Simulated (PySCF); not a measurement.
Species: `FC(=C(C#CCC#C)F)F`. The columns A, B, C and D hold Mulliken, IAO, Hirshfeld and ESP-fitted charges (e) of one PBE0/pcSseg-1 density (PySCF), in a shuffled order. Coordinates in Å (GFN2-xTB); the density's dipole moment is (2.13, -0.45, 0.12) D.

```tsv
atom	x	y	z	A	B	C	D
C1	3.084	0.959	0.455	-0.226	-0.520	-0.107	-0.327
C2	2.450	-0.011	0.163	-0.020	+0.167	-0.036	+0.135
C3	1.666	-1.183	-0.190	-0.285	-0.364	-0.028	-0.101
C4	0.267	-0.837	-0.305	+0.011	+0.175	-0.011	+0.005
C5	-0.880	-0.481	-0.391	-0.081	-0.289	-0.080	-0.024
C6	-2.248	-0.166	-0.500	+0.179	+0.147	+0.043	+0.031
F7	-3.108	-1.199	-0.607	-0.255	-0.139	-0.081	-0.257
C8	-2.728	1.080	-0.503	+0.529	+0.326	+0.162	+0.563
F9	-1.958	2.156	-0.404	-0.228	-0.114	-0.056	-0.223
F10	-4.005	1.415	-0.602	-0.224	-0.128	-0.058	-0.228
H11	3.648	1.806	0.709	+0.205	+0.341	+0.096	+0.048
H12	1.787	-1.952	0.581	+0.198	+0.202	+0.078	+0.189
H13	2.020	-1.587	-1.146	+0.197	+0.196	+0.077	+0.188
```

Question: Which column most likely holds the ESP-fitted charges?

Answer: B. Σ q r misses the density's dipole by 0.05 D (B), 0.70 D (C), 0.97 D (A), 2.90 D (D). Charges fitted to the outside potential are the only set here that is tied to the molecule's multipoles.

Question: And the Hirshfeld charges?

Answer: C. The mean sizes are 0.070 e (C), 0.178 e (D), 0.203 e (A), 0.239 e (B), and Hirshfeld charges are commonly the smallest of these schemes.

As computed, A = IAO, B = ESP-fitted, C = Hirshfeld, D = Mulliken. Hydrogens on carbon: IAO +0.20 to +0.21, ESP-fitted +0.20 to +0.34, Hirshfeld +0.08 to +0.10, Mulliken +0.05 to +0.19 e.

The IAO scheme counts the electrons in orthogonalised intrinsic atomic orbitals, a minimal basis polarised so that it spans the occupied orbitals exactly. The ESP scheme is a least-squares fit of atom-centred charges to the potential on four shells outside the van der Waals surface, with the total charge fixed.

Isolated species at its GFN2-xTB geometry, gas phase.
